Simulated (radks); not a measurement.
Au IV, configuration [Kr] 4d10 4f14 5s2 5p5 5d8 6p1 (not the ground configuration). Method: Dirac Kohn-Sham, exchange-only LDA, spin-unpolarised, spherical densities, finite nucleus; open shells fill j = l - 1/2 first; Fermi nuclear charge, rms radius 5.4371 fm; computed with a radial shooting solver on a logarithmic mesh with Libxc functionals.

Spin-orbit splittings of the eigenvalues, e(l+1/2) - e(l-1/2), with zeta = 2 splitting/(2l+1) and mean radii in bohr:

shell,occ.,splitting (eV),zeta (eV),<r> j=l-1/2,<r> j=l+1/2
2p,6,1833,1222,0.05800,0.06655
3p,6,404.5,269.7,0.1737,0.1894
3d,10,87.02,34.81,0.1649,0.1697
4p,6,97.26,64.84,0.4095,0.4438
4d,10,18.12,7.248,0.4521,0.4633
4f,14,3.824,1.093,0.4941,0.5010
5p,5,17.31,11.54,0.9882,1.079
5d,8,2.004,0.8015,1.371,1.413
5f,0,0.02864,0.008183,3.814,3.834
6p,1,2.360,1.574,2.560,2.769
6d,0,0.2597,0.1039,3.864,3.936
7p,0,0.6935,0.4623,5.283,5.601
